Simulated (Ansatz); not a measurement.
System: MgCl₂ (charge +1, doublet). SMILES of the parent species: [Cl][Mg][Cl]

Atoms: Mg1, Cl2, Cl3. Bonds: Mg1-Cl2, Mg1-Cl3.

Bond lengths (Å) and angles (degrees) optimised at HF/STO-3G with Ansatz (a program for electronic structure); HF/6-31G* with Ansatz; B3LYP/LANL2DZ with Ansatz; B3LYP/6-31G* with Ansatz, each started from the B3LYP-D3(BJ)/def2-TZVP structure (Ansatz) of the last column. A row stands for all coordinates that are equal there. 6-31G* holds six Cartesian d functions. No wavenumbers were computed at HF/STO-3G, B3LYP/LANL2DZ, so these may be saddle points.

| coordinate | HF/STO-3G | HF/6-31G* | B3LYP/LANL2DZ | B3LYP/6-31G* | B3LYP-D3(BJ)/def2-TZVP |
|---|---|---|---|---|---|
| Mg1-Cl2 | 2.055 to 2.379 | 2.135 to 2.527 | 2.331 | 2.268 | 2.247 |
| Cl2-Mg1-Cl3 | 180.0 | 180.0 | 180.0 | 180.0 | 180.0 |

A range marks coordinates that this level makes unequal.

Mean signed difference of all 2 bond lengths from B3LYP-D3(BJ)/def2-TZVP: HF/STO-3G -0.030 Å, HF/6-31G* 0.084 Å, B3LYP/LANL2DZ 0.084 Å, B3LYP/6-31G* 0.021 Å.
